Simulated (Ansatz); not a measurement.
## Relaxing a trial structure of C2H8BSi+

The starting geometry of this gas-phase singlet was optimised with GFN2-xTB; its bonds are those of `CBC[SiH2+]`.

```yaml
atoms:
  - { symbol: C, position_ang: [0.9412, -1.4309, -2.3127] }
  - { symbol: C, position_ang: [-0.2983, -1.1966, 0.1103] }
  - { symbol: B, position_ang: [0.9826, -0.9385, -0.8487] }
  - { symbol: Si, position_ang: [-0.6052, 0.0709, 1.4307] }
  - { symbol: H, position_ang: [1.8550, -1.9579, -2.5863] }
  - { symbol: H, position_ang: [0.0939, -2.0550, -2.5834] }
  - { symbol: H, position_ang: [0.9289, -0.5658, -2.9804] }
  - { symbol: H, position_ang: [1.9193, -0.4044, -0.4009] }
  - { symbol: H, position_ang: [-0.0656, -2.1678, 0.5696] }
  - { symbol: H, position_ang: [-1.1941, -1.3596, -0.4999] }
  - { symbol: H, position_ang: [-1.4083, 1.2610, 1.1746] }
  - { symbol: H, position_ang: [0.0096, 0.0190, 2.7510] }
```

Question: Where would you expect an optimisation with r2SCAN-D4/def2-SVP to take it?

Answer: New bonds form, giving a structure with H8 bridging B3 and Si4, given below by its coordinates. Distances that change by over a tenth: B3–H8 (1.17 → 1.40 Å). Contacts that close: B3–Si4 (2.96 → 2.21 Å), Si4–H8 (3.16 → 1.70 Å).

The energy falls by 0.74 eV over 29 steps:

| step | E − E(last) (eV) |
| --- | --- |
| 1 | 0.741 |
| 4 | 0.563 |
| 7 | 0.316 |
| 10 | 0.011 |
| 13 | 0.002 |
| 17 | 0.000 |
| 20 | 0.000 |
| 23 | 0.000 |
| 26 | 0.000 |
| 29 | 0.000 |

Final geometry (Å):

```csv
atom,x (Å),y (Å),z (Å)
C,1.0560,-1.3210,-2.1622
C,-0.7175,-1.4991,0.1571
B,0.3667,-1.0393,-0.8348
Si,-0.0923,-0.0093,1.0604
H,2.1466,-1.4343,-2.0115
H,0.6573,-2.2153,-2.6622
H,0.9591,-0.4466,-2.8341
H,0.9436,0.1044,-0.2790
H,-0.5386,-2.4923,0.6042
H,-1.7458,-1.4728,-0.2433
H,-0.8004,1.2789,0.9098
H,0.9242,-0.1786,2.1194
```

No frequencies were run, so the end isn't proven a minimum. Run with Ansatz 0.2.0, 53 s on 2 threads of Arm Neoverse V2, on a shared host.
